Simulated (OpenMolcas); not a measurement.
An OpenMolcas run meant for Ge3+ (ANO-RCC-VQZP, DKH2; inactive shells 1s 2s 2p 3s 3p 3d; intended active space 1 electron in 9 orbitals (RAS2 4s 4p; RAS3 4d, at most 1 electron)). One step of its input:

```
&CASPT2
Multistate=1 1
Frozen=3 6
IPEA=0.25
Imaginary=0.1
MaxIter=60
WThr=0.0 0.3 0.05
PrWF=0.5
NoMix
Deleted=16 14
```

The run finished. Its levels beside those of a sound run (SS-RASPT2, IPEA 0.25 Eh, imaginary shift 0.1 Eh (closed shells correlated: 3d)), in cm-1 above each run's lowest level:

```csv
Level,This run,Usual run
4s 2S 1/2,0.0,0.0
4p 2P* 1/2,80303,81599
4p 2P* 3/2,82630,83926
```

Task: Which setting is unsound, and how much does it matter here?

Result: Nearly half of the orbitals are deleted from the virtual space, which removes much of the correlation energy. Against the sound run the excited levels shown move by 1300 cm-1 on average and by 1300 cm-1 at most.

With one active electron outside closed inactive shells, the extra shells (4d) add no correlation to the reference. With one active electron, CASPT2 adds the correlation within the correlated inactive shells and between them and that electron, and leaves the splitting within a term as the reference gives it. Levels of configurations outside the active space are missing.

* marks odd parity.
